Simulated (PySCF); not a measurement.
**Dipole moment and polarisability across levels of theory**

2-bromobutane, C₄H₉Br.
Numbering: `[CH3:1][CH2:2][C@H:3]([CH3:4])[Br:5]` (hydrogens: H6, H7, H8 on C1; H9, H10 on C2; H11 on C3; H12, H13, H14 on C4)

Structure used (PBE0-D3(BJ)/def2-SVP), in Å, numbered top down from 1:
```xyz
14
C4H9Br angstrom
C      1.8641   -0.2624    0.5354
C      0.6608   -0.1255   -0.3801
C     -0.6632    0.1079    0.3250
C     -1.8555    0.0926   -0.6061
Br    -0.6285    1.8319    1.2846
H      1.7371   -1.1005    1.2391
H      2.0143    0.6526    1.1276
H      2.7809   -0.4474   -0.0435
H      0.5372   -1.0509   -0.9721
H      0.8198    0.6856   -1.1108
H     -0.7958   -0.6257    1.1343
H     -1.9138   -0.8856   -1.1115
H     -1.7627    0.8726   -1.3767
H     -2.7953    0.2563   -0.0613
```

PySCF, dipoles from the SCF density, polarisabilities from static response with core orbitals frozen. Isolated species at its PBE0-D3(BJ)/def2-SVP geometry (one conformer only). The LDA/def2-SVPD calculation is non-relativistic and has no spin–orbit coupling, an omission that weighs most on bromine.

Question: Compare the levels for these properties.

Answer: 

```tsv
level	μ (D)	α (Å³)	anisotropy (Å³)
LDA/def2-SVPD	2.257	11.40	2.75
PBE/def2-SVPD	2.217	11.26	2.73
B3LYP/def2-SVPD	2.263	10.96	2.64
PBE0/def2-SVPD	2.294	10.84	2.60
BHandHLYP/def2-SVPD	2.352	10.58	2.55
CAM-B3LYP/def2-SVPD	2.285	10.77	2.56
wB97X-D/def2-SVPD	2.328	10.77	2.54
LC-wPBE/def2-SVPD	2.291	10.48	2.45
HF/def2-SVPD	2.533	10.26	2.49
PBE0/6-31G*	2.365	8.77	2.78
PBE0/def2-SVP	2.112	8.97	2.62
PBE0/def2-TZVP	2.268	10.33	2.83
```

The anisotropy is √(½[(α1 − α2)² + (α2 − α3)² + (α3 − α1)²]). The dipole runs from 2.11 D (PBE0/def2-SVP) to 2.53 D (HF/def2-SVPD). No reference polarisability is at hand; against PBE0 in the largest diffuse basis at hand (def2-SVPD) the other PBE0 rows deviate by 6-31G* -19%, def2-SVP -17%, def2-TZVP -5%. In one basis (def2-SVPD) the functionals order the polarisability from HF (lowest) to LDA (highest), a spread of 11%. With PBE0 the polarisability is 9.36 Å³ without diffuse functions (mean of 6-31G*, def2-SVP and def2-TZVP) and 10.84 Å³ with them (def2-SVPD).
